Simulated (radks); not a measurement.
Results of a calculation; reference values are marked as such.
Question: The mean radii <r> (bohr) of the occupied orbitals of an atom or ion are listed with their occupations. Code: a radial shooting solver on a logarithmic mesh with Libxc functionals. Model: non-relativistic Kohn-Sham, SCAN, spin-unpolarised, spherical densities, point nucleus; meta-GGA in the generalised Kohn-Sham scheme.

orbital  occ.     <r>
1s          2  0.1581
2s          2  0.8627
2p          5  0.8798
6d          1   50.29

Name the element and its charge.

Answer: Z = 10, neon, charge 0: Ne in [He] 2s2 2p5 6d1. The 1s radius gives Z: for a bare nucleus <r> = 1.5/Z, 0.15 bohr for Z = 10, and screening makes it slightly larger (0.1581 here). The occupations add up to 10, and the charge is Z minus that.
